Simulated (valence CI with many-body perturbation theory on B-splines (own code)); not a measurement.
Values are calculated unless marked as measured or tabulated.
**From CI to CI+MBPT in Sb XX**

Method: valence CI with perturbative core correlation (CI+MBPT): four valence electrons over a frozen Dirac-Fock core [Ar] 3d10, a basis of 11 s, 11 p, 9 d, 7 f, 5 g, 2 h, 1 i functions for each j, with the one-electron correlation potential Σ1, the two-electron term Σ2, the three-electron term Σ3, Breit, model QED; selected CI, second order for the rest (own B-spline code, finite nucleus).

No measured spectrum was set against this ion. As an estimate, levels hold to about 250 cm⁻¹ or 0.2 % of their energy and the worst to 1 %, as in measured heavy ions of charge 2 to 7; those with d or f electrons hold less well.

Each rung adds one term. CI alone is the Dirac-Coulomb CI over the frozen core; QED comes last and gives the full result, which names the levels. Energies are above (4s^2 4p1/2^2) J=0 on the same rung, in cm⁻¹.

Levels are named by their leading jj configuration (3d3/2^4 stands for four electrons in 3d with j = 3/2), which in mixed levels can hold well under half, so a name can repeat and another be missing. Letters in brackets count levels of one name in rising energy.

| Level | CI alone |
| --- | --- |
| (4s^2 4p1/2 4p3/2) J=1 | 77366 |
| (4s^2 4p1/2 4p3/2) J=2 | 95151 |
| (4s^2 4p3/2^2) J=2 | 186439 |
| (4s^2 4p3/2^2) J=0 | 230478 |
| (4s 4p1/2^2 4p3/2) J=2 | 412476 |
| (4s 4p1/2^2 4p3/2) J=1 | 482308 |
| (4s 4p1/2 4p3/2^2) J=2 [a] | 502950 |
| (4s 4p1/2 4p3/2^2) J=3 | 529861 |
| (4s 4p1/2 4p3/2^2) J=0 | 568445 |
| (4s 4p1/2 4p3/2^2) J=1 [a] | 580308 |
| (4s 4p1/2 4p3/2^2) J=2 [b] | 587038 |
| (4s 4p1/2 4p3/2^2) J=1 [b] | 637251 |
| (4s 4p3/2^3) J=2 | 656633 |
| (4s^2 4p1/2 4d3/2) J=2 | 700324 |
| (4s 4p3/2^3) J=1 | 737448 |
| (4s^2 4p1/2 4d5/2) J=3 | 735423 |

(1) What do these energies become with core correlation, Breit and QED?

(2) How does the ionisation energy move along the ladder, and which term matters most?

Answers

(1) (4s^2 4p1/2 4p3/2) J=1 77615 (+249); (4s^2 4p1/2 4p3/2) J=2 95014 (-137); (4s^2 4p3/2^2) J=2 186338 (-101); (4s^2 4p3/2^2) J=0 229489 (-989); (4s 4p1/2^2 4p3/2) J=2 415029 (+2553); (4s 4p1/2^2 4p3/2) J=1 482037 (-271); (4s 4p1/2 4p3/2^2) J=2 [a] 504196 (+1246); (4s 4p1/2 4p3/2^2) J=3 530701 (+841); (4s 4p1/2 4p3/2^2) J=0 568133 (-312); (4s 4p1/2 4p3/2^2) J=1 [a] 579401 (-906); (4s 4p1/2 4p3/2^2) J=2 [b] 585839 (-1199); (4s 4p1/2 4p3/2^2) J=1 [b] 629204 (-8047); (4s 4p3/2^3) J=2 655708 (-925); (4s^2 4p1/2 4d3/2) J=2 698039 (-2286); (4s 4p3/2^3) J=1 730321 (-7127); (4s^2 4p1/2 4d5/2) J=3 733215 (-2208).

(2) CI alone 552.20, + Σ1 553.56, + Σ2 553.51, + Σ3 553.41, + Breit 552.99, + QED 553.01 eV. The largest step is Σ1, 1.35 eV. NIST lists 552 ± 4 eV (theoretical).
